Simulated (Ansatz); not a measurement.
Geometry optimisation, RKS LDA/def2-SVP in Ansatz 0.2.0.

The input (input.yaml):

```yaml
crystal:
  periodic: [false, false, false]
  atoms:
    - { symbol: Si, position_ang: [-0.453916, 0.613815, -1.693113] }
    - { symbol: Br, position_ang: [1.680734, -0.213535, -1.68004] }
    - { symbol: H, position_ang: [-0.912869, 0.488812, -3.117439] }
    - { symbol: H, position_ang: [-1.298529, -0.242415, -0.801836] }
    - { symbol: H, position_ang: [-0.416667, 2.053843, -1.289076] }
    - { symbol: H, position_ang: [1.271545, 0.661194, 0.954133] }
    - { symbol: O, position_ang: [0.348168, 0.623616, 1.262605] }
    - { symbol: C, position_ang: [0.035005, -0.708895, 1.52901] }
    - { symbol: H, position_ang: [0.185974, -1.380073, 0.639709] }
    - { symbol: H, position_ang: [0.603955, -1.139176, 2.394067] }
    - { symbol: H, position_ang: [-1.043401, -0.757186, 1.80188] }
basis:
  gaussian: { orbitals: def2-SVP }
hamiltonian:
  xc: lda
relax:
  f_tol: 0.03
  max_steps: 50
```

Launched with:

```bash
$ ansatz run input.yaml --threads 2 --pin off --max-ram 3072MiB --backend cpu --events-out ev --progress --plain --runs-dir out
```

Q: Where does it end, and by what steps?

A: It converged. After 7 steps the energy has fallen by 0.094 eV; H6 moved furthest, 0.35 Å.

| step | energy less start (eV) | largest force component (eV/Å) | accepted |
| --- | --- | --- | --- |
| 0 | 0.0000 | 0.645 | yes |
| 1 | -0.0669 | 0.231 | yes |
| 2 | -0.0837 | 0.143 | yes |
| 3 | -0.0888 | 0.109 | yes |
| 4 | -0.0926 | 0.064 | yes |
| 5 | -0.0930 | 0.066 | yes |
| 6 | -0.0937 | 0.048 | yes |
| 7 | -0.0942 | 0.024 | yes |

```xyz
11
Properties=species:S:1:pos:R:3
Si -0.419 0.618 -1.564
Br 1.694 -0.170 -1.607
H -0.794 0.605 -3.024
H -1.317 -0.342 -0.843
H -0.452 2.033 -1.077
H 1.230 0.538 0.634
O 0.316 0.571 0.996
C 0.016 -0.693 1.508
H 0.170 -1.512 0.758
H 0.613 -0.945 2.419
H -1.056 -0.703 1.800
```

Whether the end is a true minimum wasn't checked by a vibrational analysis.

Time of the run: 14 s on 2 threads of Arm Neoverse V1, on a shared host, peak memory 0.17 GiB.
